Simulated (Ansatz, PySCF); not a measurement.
OS2, SMILES [O-][S+]=S. Atoms are numbered in the order given.

```xyz
3

S     -0.1466    -1.2858     0.0000
S      0.4327     0.5027     0.0000
O     -0.5815     1.5432     0.0000
```

Geometry optimised at PBE0-D3(BJ)/def2-TZVP.

Two levels are set side by side: PBE-D3(BJ)/def2-TZVP (Ansatz, a quantum-chemistry and plane-wave program) and PBE0-D3(BJ)/def2-TZVP (Ansatz). Each level has its own optimised geometry; the coordinates shown are those of the second. Frequencies come from the Hessian of PySCF at each geometry. Differences are taken from unrounded values.

| quantity | PBE0-D3(BJ) |
|---|---|
| mean bond length (Å) | 1.666 |
| bond S1–S2 (Å) | 1.880 |
| bond S2–O3 (Å) | 1.453 |
| highest harmonic wavenumber (cm⁻¹) | 1241 |
| mean harmonic wavenumber (cm⁻¹) | 786 |
| zero-point energy (kcal/mol) | 3.37 |

Question: What does PBE-D3(BJ) give, and how far is it from PBE0-D3(BJ)? (An estimate is asked for; the answer gives what the named calculation found.)

Answer: 
```
quantity                            PBE-D3(BJ)  PBE-D3(BJ) minus PBE0-D3(BJ)
----------------------------------  ----------  ----------------------------
mean bond length (Å)                     1.695                         0.029
bond S1–S2 (Å)                           1.910                         0.030
bond S2–O3 (Å)                           1.480                         0.027
highest harmonic wavenumber (cm⁻¹)        1140                          -101
mean harmonic wavenumber (cm⁻¹)            724                           -62
zero-point energy (kcal/mol)              3.10                         -0.27
```

Exact exchange shortens and stiffens bonds; PBE has none. Differences between two approximate levels are no errors against the true value.
